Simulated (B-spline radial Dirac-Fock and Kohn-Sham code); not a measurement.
# Ce²⁺: non-radiative channels of the N1 vacancy

System: Ce²⁺ in the configuration [Xe] 4f2.

Level of theory: independent-particle rates on relativistic LDA orbitals of the hole state (multipoles up to L = 3, Coulomb Auger matrix elements, transition energies from Dirac-Fock); a radial atomic solver. Kinetic energies are configuration averages from the vacuum level; the two-hole energies are estimated from single-hole states.

| transition | kinetic energy (eV) | width (meV) | share (%) |
| --- | --- | --- | --- |
| N1-N3O1 | 8.52 | 848 | 11.4 |
| N1-N2O2 | 10.01 | 453 | 6.1 |
| N1-N2O3 | 12.68 | 995 | 13.3 |
| N1-N3O2 | 28.44 | 865 | 11.6 |
| N1-N3O3 | 31.60 | 1230 | 16.4 |
| N1-N4N5 | 40.49 | 391 | 5.2 |
| N1-N3N6 | 45.03 | 381 | 5.1 |
| N1-N3N7 | 45.50 | 458 | 6.1 |
| N1-N4O1 | 113.3 | 240 | 3.2 |
| N1-N5O1 | 116.5 | 350 | 4.7 |

Coster-Kronig rates are the weakest part of this model and often come out 1.5 to 2.5 times too large. Channels within a few eV of threshold rest on estimated energies and may be closed in reality. The listed channels hold 83 % of the non-radiative rate. Summed by principal shells, of 7.46 eV in all: NNO 74.6 %, NNN 24.3 %, NOO 1.1 %.

Values without a named source are computed, but for edge energies of neutral atoms, which are taken from tables.
